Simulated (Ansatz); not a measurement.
Species: SiNH₄, charge 0, doublet. SiNH4 (SMILES N[SiH2], doublet).
B3LYP-D3(BJ)/def2-TZVP minimum from Ansatz (a program for electronic structure):
```
N
H 1 1.0087
H 1 1.0087 2 110.98
Si 1 1.7309 2 120.36 3 -148.43
H 4 1.4907 1 106.96 2 -48.13
H 4 1.4907 5 110.36 1 116.00
```
Charge 0, spin multiplicity 2.

Hartree-Fock and CCSD correlation energies in hartree (Ansatz). Radicals and triplets start from unrestricted determinants; spin-orbit coupling is neglected. Cores are frozen in correlated methods. No relativity.

```tsv
basis	X	E(HF)	E(corr, CCSD)
cc-pV(T+d)Z	3	-345.73111	-0.35421
cc-pV(Q+d)Z	4	-345.73979	-0.37371
cc-pV(5+d)Z	5	-345.74177	withheld
```

Question: Fit E(corr) = E∞ + A/X³ to X = 3 and 4, predict X = 5, and compare with the run.

Answer: A = (-0.35421 - (-0.37371))/(1/27 - 1/64) = 0.9107; E∞ = -0.37371 - A/64 = -0.38794; at X = 5, E∞ + A/125 = -0.38065. The run gave -0.38001, 0.64 mEh above the prediction. The same form on X = 4 and 5 gives E∞ = -0.38662, 1.32 mEh above the first estimate.
